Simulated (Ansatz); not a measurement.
`[NH2][V]([OH])([OH])=[S]`. The species carries charge 0 and has multiplicity 1.

Z-matrix (Å, degrees):
```
V
O 1 1.762
O 1 1.762 2 107.3
N 1 1.816 2 109.5 3 -118.6
S 1 2.001 2 112.3 3 123.9
H 2 0.960 1 122.8 3 -132.0
H 3 0.960 1 122.8 2 132.9
H 4 1.012 1 120.0 2 58.9
H 4 1.007 1 127.4 2 -121.3
```

(1) List the harmonic frequencies (cm⁻¹, unscaled) at PBE0-D4/def2-TZVP in Ansatz. (An estimate is asked.)

(2) Is this a minimum?

(3) Give the ideal-gas thermochemistry at 298.15 K and 1 bar (rigid rotor, harmonic oscillator; point group Cs, symmetry number 1).

(4) And at 400, 500, 600, 800 and 1000 K?

Answers

(1) Computed: 167, 186, 189, 237, 248, 260, 291, 309, 361, 574, 586, 611, 663, 757, 780, 794, 1516, 3564, 3695, 3896, 3899.

(2) Yes, all 21 modes are real.

(3) Zero-point energy 141.1 kJ/mol; H(298) − E = 164.9 kJ/mol; entropy 361.7 J/(mol·K), of which translation 169.9, rotation 114.0, vibration 77.8; G(298) − E = 57.1 kJ/mol.

(4) 
| T (K) | H − E (kJ/mol) | S (J/mol/K) | G − E (kJ/mol) |
| --- | --- | --- | --- |
| 400 | 178.5 | 400.7 | 18.2 |
| 500 | 193.0 | 433.1 | -23.5 |
| 600 | 208.3 | 461.0 | -68.2 |
| 800 | 240.4 | 507.1 | -165.2 |
| 1000 | 274.0 | 544.5 | -270.5 |
